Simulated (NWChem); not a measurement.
A calculation on trichloroethylene (C₂HCl₃)

SMILES: ClC=C(Cl)Cl
```xyz
6

Cl    -2.1917    -0.6168     0.0000
C     -0.9604     0.5683     0.0000
C      0.3477     0.2788     0.0000
Cl     0.9658    -1.3170     0.0000
Cl     1.5185     1.5404     0.0000
H     -1.2968     1.6060     0.0000
```
Charge 0, spin multiplicity 1.

All runs are NWChem calculations. Structure: optimised with PBE0/def2-SVP, a minimum by its harmonic frequencies.

No SCF solution was tested for a lower state.

Worked example. At PBE/def2-TZVP the molecule has a total energy of -1456.79901 Ha and the free atoms (multiplicities Cl 2, C 3, H 2) H -0.49962, Cl -459.95840, C -37.79597 Ha. The electronic atomisation energy is the atoms' sum less the molecule's energy.

3·(-459.95840) + 2·(-37.79597) + 1·(-0.49962) = -1455.96676 Ha for the atoms; less the molecule's energy this leaves 0.83225 Ha, or 522.2 kcal/mol (2185 kJ/mol), without zero-point, thermal or spin-orbit terms.
